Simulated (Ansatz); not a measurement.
CH2BrNSi (`BrC1=N[SiH2]1`) at its PBE0-D4/def2-TZVP geometry, where that method's forces vanish. Charge 0, multiplicity 1.

```xyz
6

Br   -1.4130    1.3907    1.9366
C    -0.5348    0.5695    0.4907
N    -0.5780    0.8426   -0.7405
Si    0.5103   -0.5555   -0.4011
H     0.0492   -1.9037   -0.7820
H     1.9663   -0.3436   -0.5036
```

(1) What forces (eV/Å) does ωB97M-V/def2-TZVPP give on these atoms in Ansatz 0.2.0? (Estimate.)

Results:

(1) The calculation gave: 
```
Br1 -0.041  0.047  0.019
C2   0.083 -0.099 -0.014
N3   0.022 -0.030  0.013
Si4  0.050 -0.046 -0.088
H5   0.069  0.168  0.053
H6  -0.184 -0.039  0.017
```
